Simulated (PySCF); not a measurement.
A GIAO shielding run with PySCF (density fitting, non-relativistic, gas phase) on SMILES COc1cccc[n+]1C, [C7H10NO]+:

```
$ OMP_NUM_THREADS=1 python probes_run.py task.json out

{"job": {"kind": "nmr", "xc": "PBE0", "basis": "pcSseg-1"}, "charge": 1, "multiplicity": 1}
C      2.730262     0.242507    -0.018425
O      1.527982    -0.519253    -0.078214
C      0.356289     0.079075     0.002291
C      0.130266     1.451397     0.149237
C     -1.161494     1.925822     0.219478
C     -2.229114     1.030540     0.143107
C     -1.960968    -0.306027    -0.001255
N     -0.700521    -0.767542    -0.069634
C     -0.427213    -2.180238    -0.221600
H      2.787551     0.952363    -0.845372
H      2.818294     0.765057     0.935643
H      3.533561    -0.485575    -0.108430
H      0.966500     2.128405     0.205563
H     -1.342435     2.982911     0.333103
H     -3.248314     1.374674     0.195741
H     -2.749462    -1.040421    -0.066471
H      0.145623    -2.350432    -1.134110
H     -1.357257    -2.739377    -0.267298
H      0.170649    -2.534636     0.619185
```

Hardware: 1 thread of an Arm Neoverse N1, shared host. The job also computes population analyses, field gradients, ring-centre shieldings.

Task: How large is the calculation?

Result: 66 electrons, 203 basis functions and 1042 auxiliary functions.

Task: How long does it take, and how much memory does it need?

Result: 68 s of wall time, with 14 SCF cycles and 5 response iterations; peak memory 0.91 GiB. Times on a shared host scatter by some tens of per cent.
